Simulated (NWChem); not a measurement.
System: BaCl2 cation, doublet; SMILES of the neutral closed-shell parent [Cl][Ba][Cl]

The following NWChem deck was run.

```
start job
memory heap 200 mb stack 900 mb global 1100 mb
charge 1
geometry units angstroms noautoz
  Ba     0.000000     0.000000    -0.989639
  Cl     0.000000     1.336256     1.522839
  Cl     0.000000    -1.336256     1.522839
end
basis spherical
  Ba library def2-svp
  Cl library def2-svp
end
ecp
  Ba library def2-ecp
end
dft
  odft
  mult 2
  xc xcamb88 1.00 lyp 1.0 hfexch 1.00
  cam 0.33 cam_alpha 0.0 cam_beta 1.0
  iterations 150
  mulliken
end
task dft energy
```

In the optimisation the excess spin sits in b2 (C2v, its own frame). All runs use the structure optimised with PBE0/def2-SVP, spin-unrestricted. This spin state was assumed; another may lie lower. No stability test was run on the SCF state. def2 effective core potentials on Ba; no spin-orbit coupling.

Question: Predict the main results of this run. (LC-BLYP (range parameter 0.33 per bohr)/def2-SVP with def2 effective core potentials on Ba, spin-unrestricted.) Quantities: energy (Ha); highest occupied level (eV); lowest empty minus highest occupied level, either spin (eV); <S²>.

Answer: 
```
Item                                                          Result
-----------------------------------------------------------  -------
energy (Ha)                                                  -944.86
highest occupied level (eV)                                   -14.17
lowest empty minus highest occupied level, either spin (eV)     7.54
<S²>                                                           0.754
```
